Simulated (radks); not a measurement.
Excited configurations of Gd: one electron is placed in a higher orbital outside [Xe] 4f7 5d1 6s1. The ground configuration is [Xe] 4f7 5d1 6s2. Method: Dirac Kohn-Sham, PBE, spin-unpolarised, spherical densities, finite nucleus; open shells fill j = l - 1/2 first; Fermi nuclear charge, rms radius 5.1569 fm; computed with a radial shooting solver on a logarithmic mesh with Libxc functionals. Excitation = E - E(ground); binding = E(ion) - E, where the ion is the core of charge +1; n* = 1/sqrt(2 binding) in atomic units, and the quantum defect is n - n*.

| outer orbital | excitation (eV) | binding (eV) | n* | quantum defect | eigenvalue (eV) | <r> (bohr) |
|---|---|---|---|---|---|---|
| 5f5/2 | 5.687 | 0.929 | 3.827 | 1.173 | -0.427 | 16.79 |
| 6p1/2 | 2.666 | 3.950 | 1.856 | 4.144 | -2.009 | 5.203 |
| 6d3/2 | 5.087 | 1.530 | 2.982 | 3.018 | -0.723 | 11.07 |
| 6f5/2 | 5.963 | 0.653 | 4.565 | 1.435 | -0.367 | 28.24 |
| 7s1/2 | 4.404 | 2.212 | 2.480 | 4.520 | -1.312 | 9.833 |
| 7p1/2 | 4.957 | 1.659 | 2.864 | 4.136 | -0.957 | 12.32 |
| 7d3/2 | 5.658 | 0.958 | 3.768 | 3.232 | -0.546 | 20.54 |
| 7f5/2 | 6.138 | 0.478 | 5.337 | 1.663 | -0.291 | 42.05 |

The Delta-SCF ionisation energy is 6.616 eV (NIST Atomic Spectra Database: 6.150 eV, measured). Self-interaction in the functional shifts the binding energies and quantum defects, so they are the method's values and not measured ones. Spin polarisation and multiplet splitting are left out, so open shells lie too high by an amount that depends on their filling.

Beside tabulated values, note that spin-unpolarised runs miss the spin-polarisation part of the exchange energy of open shells.
